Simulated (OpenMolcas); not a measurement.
**A correction line for BHLYP/aug-cc-pVDZ: dipole moment**

The dipole moment in D of 7 carbon molecules: x at BHLYP/aug-cc-pVDZ, y as measured (NIST CCCBDB). Shapes, held fixed at every level: PBE0-D4/def2-TZVP. Programs: OpenMolcas 26.06.

| molecule | x (D) | y (D) |
| --- | --- | --- |
| C2H2F2 (vinylidene fluoride) | 1.41 | 1.38 |
| CHBrF2 (bromodifluoromethane) | 1.47 | 1.50 |
| C2H3Br (vinyl bromide) | 1.57 | 1.42 |
| CH2Cl2 (dichloromethane) | 1.74 | 1.60 |
| CH2ClF (chlorofluoromethane) | 1.92 | 1.82 |
| C2H5F (SMILES CCF) | 2.03 | ? |
| CH2F2 (difluoromethane) | 2.05 | 1.97 |

**Question.** Fit y = c + s·x to the known rows and predict y for C2H5F.

**Answer.** 
1. Means of the 6 rows: x = 1.6933, y = 1.615.
2. Σ(Δx)² = 0.32613, Σ(Δx·Δy) = 0.2887, so the slope is 0.2887/0.32613 = 0.88523.
3. Intercept: 1.615 − (0.88523) × 1.6933 = 0.116. The largest residual of the fit is 0.086.
4. C2H5F: 0.116 + 0.88523 × 2.03 = 1.91 D.

The measured value is 1.96 D, so the prediction is off by -0.05 D, within the largest residual. Uncorrected, BHLYP/aug-cc-pVDZ misses C2H5F by +0.07 D, and the other rows by 0.09 on average. The line overshoots: the miss goes from +0.07 to -0.05. Left out in turn, the other rows are missed by 0.07 D on average, hardly better than no correction. Relativity is left out for Br.
